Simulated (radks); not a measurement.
Initial-state core-level shifts of the silicon ion Si3+ when its valence configuration changes from [Ne] 3s1. Method: non-relativistic Kohn-Sham, r2SCAN, spin-polarised, spherical densities, point nucleus; open shells are filled with parallel spins first; meta-GGA in the generalised Kohn-Sham scheme; computed with a radial shooting solver on a logarithmic mesh with Libxc functionals. Shifts are changes of the shell-averaged eigenvalues in eV (positive: less bound); the change of the density at the nucleus, which sets a Mossbauer isomer shift, is in e/bohr^3, on a base of 1766.

valence,1s,2s,2p,density at nucleus
3p1,-1.374,-1.348,-1.340,-6.4274
3s0.5 3p0.5,-0.679,-0.671,-0.665,-3.2861
